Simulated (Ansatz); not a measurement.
Calculated with Ansatz (gas phase, PBE0-D4/def2-TZVP geometries, no zero-point term in ΔE). CBS: MP2 limit from def2 TZ/QZ plus the TZ coupled-cluster correction, frozen cores. Functionals use def2-TZVPP. B3LYP here is the variant with VWN-RPA as its local correlation; programs differ in this. One conformer a species, not always the lowest.

Consider the redistribution: `BCS[SiH2]C` + `CBSCF` → `CBS[SiH2]C` + `BCSCF`.

`BCS[SiH2]C`:

```xyz
14

B    -2.530    0.957    1.177
C    -1.184    0.306    0.760
S     0.113    1.478    0.263
Si    1.719    0.125   -0.101
C     1.397   -1.024   -1.539
H    -2.731    2.132    1.091
H    -3.396    0.236    1.581
H    -0.832   -0.340    1.575
H    -1.422   -0.384   -0.063
H     1.963   -0.685    1.126
H     2.899    0.989   -0.366
H     0.523   -1.652   -1.355
H     1.226   -0.456   -2.455
H     2.255   -1.683   -1.694
```

`CBSCF`:

```xyz
11

C    -1.569   -1.368    0.359
B    -0.273   -0.509    0.282
S    -0.250    1.000   -0.658
C     1.452    1.571   -0.478
F     2.244    1.105   -1.496
H    -1.850   -1.526    1.406
H    -2.429   -0.960   -0.175
H    -1.360   -2.368   -0.039
H     0.734   -0.824    0.849
H     1.448    2.662   -0.519
H     1.853    1.217    0.471
```

`CBS[SiH2]C`:

```xyz
14

C    -2.456   -0.961   -1.065
B    -1.252   -0.226   -0.406
S     0.048    0.486   -1.409
Si    1.320    1.271    0.143
C     2.128   -0.097    1.115
H    -2.424   -1.012   -2.154
H    -3.390   -0.471   -0.766
H    -2.527   -1.980   -0.667
H    -1.182   -0.121    0.788
H     0.513    2.148    1.029
H     2.340    2.096   -0.556
H     1.374   -0.716    1.606
H     2.786    0.318    1.884
H     2.724   -0.736    0.459
```

`BCSCF`:

```xyz
11

B    -1.132    1.296   -1.371
C    -0.077    0.494   -0.564
S    -0.742   -0.847    0.433
C     0.722   -1.360    1.301
F     1.136   -0.442    2.247
H    -2.305    1.195   -1.164
H    -0.744    2.073   -2.194
H     0.742    0.147   -1.204
H     0.368    1.254    0.100
H     1.552   -1.511    0.606
H     0.480   -2.297    1.809
```

(1) Is it downhill or uphill in electronic energy at CCSD(T)/CBS, and by how much? (An estimate is asked.)

(2) What do these levels give: PBE-D4, B3LYP-D4, ωB97X-V, B2PLYP, PBE, PBE0, B3LYP, MP2/def2-TZVPP, CCSD/def2-TZVPP, CCSD(T)/def2-TZVPP, SCS-MP2/def2-QZVPP, MP2/CBS(def2)? (Best estimate.)

Largest T1 diagnostic among the species: 0.013.

## Answers

(1) Computed: Downhill: ΔE = -10.8 kJ/mol.

(2) Ansatz gave: PBE-D4 -9.6, B3LYP-D4 -9.4, ωB97X-V -11.0, B2PLYP -10.1, PBE -9.4, PBE0 -10.2, B3LYP -9.1, MP2/def2-TZVPP -12.0, CCSD/def2-TZVPP -10.6, CCSD(T)/def2-TZVPP -10.5, SCS-MP2/def2-QZVPP -11.3, MP2/CBS(def2) -12.3 kJ/mol.
